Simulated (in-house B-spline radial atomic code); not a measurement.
## RPA and G0W0 on Hartree-Fock: Ir V (Ir4+)

Configuration [Xe] 4f14 5d5, highest spin, mean-field start Hartree-Fock. Computed with a B-spline radial code for spherical atoms: all electrons, scalar-relativistic (spin-free one-electron X2C), finite nucleus, each spin shell either full or empty, empty states to l = 9 with an (l + 1/2)⁻⁴ tail; G0W0 by contour deformation at full frequency.

Without the two-electron picture change, the correlation of inner shells comes somewhat too large for so heavy an element.

Command:
```bash
python run_gw.py task.json out
```
Settings (radii: box in bohr, nucleus in fm):
```
Z                        77
electrons                73
configuration            [Xe] 4f14 5d5
hamiltonian              x2c
method                   hf
lmax                     9
rms_radius               5.4032
spin_polarised           True
box_radius               11.96
intervals                67
```

Run time, properties included: 14 s on 1 thread of Arm Neoverse N1, with other jobs on the host.

Energies (hartree):

```tsv
term	value
mean-field total	-17820.82280
Hartree-Fock functional on these orbitals	-17820.82280
direct second order	-6.942
second-order exchange	1.7551
SOSEX correction	1.6679
```

(1) What is the RPA correlation energy, and what remains with SOSEX?

Quasi-particle levels (eV):

| level | occupied | mean field | Σx - vxc | Σc | QP weight | G0W0 |
| --- | --- | --- | --- | --- | --- | --- |
| 5d up | yes | -59.31 | 0.00 | ? | ? | ? |
| 5p down | yes | -107.59 | 0.00 | -0.38 | 0.962 | -107.96 |
| 4f down | yes | -129.25 | 0.00 | 5.14 | 0.948 | -124.10 |
| 5d down | no | -38.56 | 0.00 | -2.61 | 0.975 | -41.17 |

G0W0 = mean field + (Σx - vxc) + Σc, with Σc (partial-wave tail included) taken at the quasi-particle energy. Only the outer levels were computed. Levels of low weight are left out.

(2) Where does G0W0 put 5d up?

Answers

(1) RPA gives -6.1957 hartree (-2.31 eV per electron); RPA + SOSEX gives -4.5277, and the second-order doubles (MP2) -5.1869 hartree. RPA lacks exchange-type terms and so overcorrelates at short range.

(2) At -59.80 eV, with Σc = -0.49 eV and a quasi-particle weight of 0.973. The tabulated removal energy is 57 ± 1.9 eV (NIST, tabulated theory); the calculation leaves out spin-orbit coupling, Breit and QED terms, and what these don't explain is the method's own error.
